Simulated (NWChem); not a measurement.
System: BNH$_{3}$, doublet; SMILES [BH]N

```xyz
5

B     -0.1410    -0.8374     0.0000
N     -0.0137     0.5406     0.0000
H      0.7825    -1.6286     0.0000
H      0.8872     1.0347     0.0000
H     -0.8122     1.1791     0.0000
```
Atoms are numbered in this order, from 1.

Level: PBE-D3(BJ)/def2-SVP, spin-unrestricted (NWChem), optimised geometry, unscaled harmonic frequencies. In the optimisation the excess spin sits in a' (Cs, its own frame).

Task: List the harmonic frequencies with IR intensities, and the thermochemistry.

Result: 
| frequency (cm⁻¹) | IR intensity (km/mol) |
|---|---|
| 584 | 161.3 |
| 706 | 1.6 |
| 814 | 0.1 |
| 1010 | 30.2 |
| 1309 | 15.3 |
| 1522 | 38.8 |
| 2559 | 89.3 |
| 3415 | 0.5 |
| 3543 | 39.5 |

```
Quantity                                                                                              Value
-----------------------------------------------------------------------------------------  ----------------
zero-point energy                                                                             22.1 kcal/mol
thermal correction to the enthalpy at 298.15 K (with zero-point energy)                       24.7 kcal/mol
heat capacity Cv                                                                            9.1 cal/(mol K)
entropy at 298.15 K and 1 atm (symmetry number 1, electronic part: spin degeneracy alone)  56.5 cal/(mol K)
dipole moment                                                                                        2.60 D
```

Rigid rotor and harmonic oscillator.
